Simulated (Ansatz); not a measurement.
`CN[Si](F)(F)NC` + `C[Si](N)(O)Br` → `CO[Si](C)(N)Br` + `CN[Si](N)(F)F`  (substitution at a C–N bond)

Gas-phase electronic energies from Ansatz, PBE0-D4/def2-TZVP geometries. CBS: MP2 limit from def2 TZ/QZ plus the TZ coupled-cluster correction, frozen cores. DFT in def2-TZVPP. B3LYP here is the variant with VWN-RPA as its local correlation; programs differ in this. For Br outer-core shells are correlated without core-valence functions, which leaves a few kJ/mol of doubt a bond. Scalar relativity is left out up to krypton. Each species was taken in one conformer, which may not be the lowest.

```tsv
level	ΔE (kJ/mol)
PBE-D4	17.0
B3LYP-D4	12.6
```

Q: What does CCSD(T)/CBS give? (Estimate.)

A: Ansatz gave: +13.8 kJ/mol. The listed levels differ from it by 3.2, -1.2 kJ/mol.

Largest T1 diagnostic among the species: 0.010.

In def2-TZVPP, CCSD(T) changes the Hartree–Fock value by +4.3 kJ/mol (the triples alone add +0.2 kJ/mol) and MP2 by +5.6 kJ/mol.
